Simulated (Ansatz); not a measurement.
`CC(=O)OB(F)F` + `C[Si](Cl)(Cl)Cl` → `FB(F)[Si](Cl)(Cl)Cl` + `COC(C)=O`  (formal exchange of groups at a B–O bond)

Isolated molecules relaxed with PBE0-D4/def2-TZVP in Ansatz; ΔE leaves out vibrations. CCSD(T)/CBS is the MP2 limit (def2-TZVPP, def2-QZVPP) plus CCSD(T) − MP2 in def2-TZVPP, frozen cores. Functionals use def2-TZVPP. One conformer a species, not always the lowest.

| level | ΔE (kJ/mol) | difference from CCSD(T)/CBS |
| --- | --- | --- |
| r2SCAN-D4 | 216.1 | -0.8 |
| PBE0-D4 | 208.6 | -8.3 |
| r2SCAN0-D4 | 223.0 | 6.1 |
| ωB97X-V | 208.5 | -8.4 |
| B2PLYP | 214.7 | -2.2 |
| r2SCAN | 216.1 | -0.8 |
| r2SCANh | 219.1 | 2.2 |
| r2SCAN0 | 223.0 | 6.1 |
| BHLYP | 220.6 | 3.7 |
| LC-ωPBE | 211.4 | -5.5 |
| HF/def2-SVP | 231.9 | 15.0 |
| CCSD/def2-SVP | 222.8 | 5.9 |
| CCSD(T)/def2-SVP | 219.9 | 3.0 |
| CCSD/def2-TZVPP | 219.2 | 2.3 |
| HF/def2-QZVPP | 228.3 | 11.4 |
| HF/CBS(def2) | 228.4 | 11.5 |
| CCSD(T)/CBS | 216.9 | 0 |

Largest T1 diagnostic among the species: 0.014.

Leaving LDA and LC-ωPBE aside and taking each functional with its dispersion term where it has one, the values, not all of them listed here, spread over 28.6 kJ/mol, from revPBE-D4 to r2SCAN0-D4. LDA lies +9.5 kJ/mol from PBE without D4. From PBE to PBE0 (25 % exact exchange), in def2-TZVPP and without D4, ΔE moves by +12.5 kJ/mol.
